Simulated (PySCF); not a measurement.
**Deuteron quadrupole couplings in `C=CC(C=C)C(C)(C)C`**

C9H16.
SMILES with atom numbers: `[CH2:1]=[CH:2][CH:3]([CH:4]=[CH2:5])[C:6]([CH3:7])([CH3:8])[CH3:9]` (hydrogens: H10, H11 on C1; H12 on C2; H13 on C3; H14 on C4; H15, H16 on C5; H17, H18, H19 on C7; H20, H21, H22 on C8; H23, H24, H25 on C9)

Structure used (GFN2-xTB), in Å, numbered top down from 1:
```xyz
25
C9H16 angstrom
C      1.8598   -1.2543    1.8851
C      1.0614   -0.2641    1.5338
C      0.6699    0.0422    0.1173
C      1.0713    1.4583   -0.1778
C      1.9079    1.8093   -1.1361
C     -0.8418   -0.2183   -0.1514
C     -1.7468    0.6340    0.7403
C     -1.1366   -1.6976    0.1100
C     -1.1368    0.1006   -1.6192
H      2.2746   -1.9345    1.1591
H      2.1325   -1.4327    2.9117
H      0.6686    0.4069    2.2860
H      1.2293   -0.6227   -0.5494
H      0.6547    2.2123    0.4766
H      2.1849    2.8367   -1.3043
H      2.3528    1.0840   -1.7977
H     -2.7894    0.4339    0.4997
H     -1.5656    1.6945    0.5862
H     -1.5943    0.3994    1.7907
H     -2.1829   -1.9164   -0.0932
H     -0.9266   -1.9533    1.1460
H     -0.5250   -2.3312   -0.5287
H     -0.4958   -0.4838   -2.2760
H     -2.1728   -0.1334   -1.8551
H     -0.9645    1.1544   -1.8258
```

Level: PBE0/pcSseg-1 (PySCF, non-relativistic); Q(2H) = 0.00286 b; rigid geometry, the same for H and D, with no vibrational averaging.

Problem. Rank these positions by the coupling χzz of a deuteron there, largest first.
A. H13 (methine hydrogen)
B. H12 (vinylic hydrogen)
C. H16 (vinylic hydrogen)
D. H23 (methyl hydrogen)

Solution. C (226 kHz), B (218 kHz), D (212 kHz), A (197 kHz).

Problem. What are Vzz, η and χzz (234.96 MHz × Q × Vzz) at all hydrogens?

Solution. 
```json
{"atom": "H10", "bonded to": "C1", "bond length (Å)": "1.078", "Vzz (au)": "0.3361", "η": "0.06", "χzz (kHz)": "226"}
{"atom": "H11", "bonded to": "C1", "bond length (Å)": "1.077", "Vzz (au)": "0.3379", "η": "0.05", "χzz (kHz)": "227"}
{"atom": "H12", "bonded to": "C2", "bond length (Å)": "1.082", "Vzz (au)": "0.3251", "η": "0.05", "χzz (kHz)": "218"}
{"atom": "H13", "bonded to": "C3", "bond length (Å)": "1.095", "Vzz (au)": "0.2937", "η": "0.01", "χzz (kHz)": "197"}
{"atom": "H14", "bonded to": "C4", "bond length (Å)": "1.082", "Vzz (au)": "0.3252", "η": "0.05", "χzz (kHz)": "219"}
{"atom": "H15", "bonded to": "C5", "bond length (Å)": "1.077", "Vzz (au)": "0.3377", "η": "0.05", "χzz (kHz)": "227"}
{"atom": "H16", "bonded to": "C5", "bond length (Å)": "1.078", "Vzz (au)": "0.3361", "η": "0.06", "χzz (kHz)": "226"}
{"atom": "H17", "bonded to": "C7", "bond length (Å)": "1.089", "Vzz (au)": "0.3142", "η": "0.02", "χzz (kHz)": "211"}
{"atom": "H18", "bonded to": "C7", "bond length (Å)": "1.087", "Vzz (au)": "0.3173", "η": "0.01", "χzz (kHz)": "213"}
{"atom": "H19", "bonded to": "C7", "bond length (Å)": "1.087", "Vzz (au)": "0.3165", "η": "0.01", "χzz (kHz)": "213"}
{"atom": "H20", "bonded to": "C8", "bond length (Å)": "1.088", "Vzz (au)": "0.3157", "η": "0.02", "χzz (kHz)": "212"}
{"atom": "H21", "bonded to": "C8", "bond length (Å)": "1.088", "Vzz (au)": "0.3124", "η": "0.02", "χzz (kHz)": "210"}
{"atom": "H22", "bonded to": "C8", "bond length (Å)": "1.088", "Vzz (au)": "0.3162", "η": "0.02", "χzz (kHz)": "212"}
{"atom": "H23", "bonded to": "C9", "bond length (Å)": "1.088", "Vzz (au)": "0.3159", "η": "0.02", "χzz (kHz)": "212"}
{"atom": "H24", "bonded to": "C9", "bond length (Å)": "1.088", "Vzz (au)": "0.3157", "η": "0.02", "χzz (kHz)": "212"}
{"atom": "H25", "bonded to": "C9", "bond length (Å)": "1.088", "Vzz (au)": "0.3128", "η": "0.02", "χzz (kHz)": "210"}
```

Problem. How does χzz go with the bond length over the 16 C–H bonds?

Solution. A straight-line fit has a slope of -14.9 kHz for each 0.01 Å, with a correlation coefficient of -0.99, over lengths from 1.077 to 1.095 Å. The longer bonds have the smaller couplings here.

The structure is a single GFN2-xTB conformer in the gas phase; no vibrational or solvent corrections. GFN2-xTB bond lengths can be off by several hundredths of an ångström, more for odd bonds, and the gradients follow them. These gradients aren't converged with respect to the basis.
